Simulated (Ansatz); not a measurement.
Isolated molecules relaxed with PBE0-D4/def2-TZVP in Ansatz; ΔE leaves out vibrations. CBS: MP2 limit from def2 TZ/QZ plus the TZ coupled-cluster correction, frozen cores. This one scheme is used for every species. Functionals use def2-TZVPP. One conformer a species, not always the lowest.

Consider the formal exchange of groups at a B–C bond: `CCBS` + `BOC` → `BOCBS` + `CC`.

```tsv
level	ΔE (kJ/mol)	difference from CCSD(T)/CBS
PBE-D4	-6.6	-2.3
r2SCAN-D4	-6.6	-2.3
PBE0-D4	-5.5	-1.2
B2PLYP	-5.0	-0.7
PBE	-5.3	-1.0
MP2/def2-TZVPP	-3.8	0.5
HF/def2-QZVPP	-2.0	2.3
MP2/def2-QZVPP	-3.6	0.7
HF/CBS(def2)	-2.0	2.3
CCSD/CBS(def2)	-3.9	0.4
CCSD(T)/CBS	-4.3	0
```

Largest T1 diagnostic among the species: 0.015.
